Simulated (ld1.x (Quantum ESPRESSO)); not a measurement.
How hard is this boron (B) RRKJ potential?

* Element: boron
* Generator: ld1.x (Quantum ESPRESSO) 7.5
* Type: norm-conserving RRKJ (Kleinman–Bylander form)
* Functional: PBE
* Relativity: scalar-relativistic
* Frozen core: [He]
* Valence charge: 3
* Reference configuration: 2s2 2p1
* Partial waves: 2s (bound): rc 1.65 bohr; 2p (bound): rc 2.00 bohr; 3d channel at -0.05 Ry: rc 1.60 bohr
* Local potential: the d channel
* Core correction: a·sin(br)/r model core inside 1.15 bohr
* rho0: 0.01

The pseudo-atom Hamiltonian at the reference potential is diagonalised in spherical Bessel functions j_l(qr) that vanish at 20 bohr, with q² up to the cutoff. All-electron valence levels (Ry): 2s -0.6940, 2p -0.2651.

How do the lowest levels (Ry) of each channel move with the cutoff, and are there ghosts?

| cutoff (Ry) | s #1 | p #1 | d #1 | d #2 | f #1 | f #2 | Σ f·Δε (mRy) |
| --- | --- | --- | --- | --- | --- | --- | --- |
| 8 | -0.6306 | -0.1908 | 0.0662 | 0.1603 | 0.1130 | 0.2441 | 201.3 |
| 10 | -0.6446 | -0.2135 | 0.0662 | 0.1603 | 0.1130 | 0.2441 | 150.6 |
| 15 | -0.6693 | -0.2510 | 0.0662 | 0.1603 | 0.1130 | 0.2441 | 63.7 |
| 18 | -0.6817 | -0.2583 | 0.0662 | 0.1603 | 0.1130 | 0.2441 | 31.6 |
| 25 | -0.6904 | -0.2646 | 0.0662 | 0.1603 | 0.1130 | 0.2441 | 8.0 |
| 30 | -0.6929 | -0.2651 | 0.0662 | 0.1603 | 0.1130 | 0.2441 | 2.3 |
| 40 | -0.6940 | -0.2651 | 0.0662 | 0.1603 | 0.1130 | 0.2441 | 0.1 |
| 45 | -0.6940 | -0.2651 | 0.0662 | 0.1603 | 0.1130 | 0.2441 | 0.1 |
| 400 | -0.6941 | -0.2651 | 0.0662 | 0.1603 | 0.1130 | 0.2441 | 0.0 |

Result: no extra level below or beside the all-electron valence levels (s, p, d, f tested); 10 mRy is reached at 25 Ry and 1 mRy at 35 Ry.
